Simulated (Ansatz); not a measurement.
BiClH2 (SMILES [Cl][BiH2]) moved off its minimum; all values from Ansatz (an electronic-structure program), cores frozen in correlated methods. Elements past Kr take the def2 small-core potentials, without spin–orbit coupling.
(charge 0, multiplicity 1)
```xyz
4

Bi    -0.2298    -0.2270     0.3115
H     -1.6135     0.3166    -0.7842
H     -0.1382    -1.6617    -0.8531
Cl     1.3989     1.1404    -0.9837
```

Q: Give the forces (eV/Å), the total energy and the dipole at CCSD(T)/def2-TZVPPD.

A: 
```csv
atom,Fx,Fy,Fz
Bi1,-0.289,-0.116,-1.038
H2,0.261,-0.035,0.450
H3,0.122,0.298,0.416
Cl4,-0.095,-0.147,0.171
```
Energy -674.6076 hartree, dipole 3.56 D.
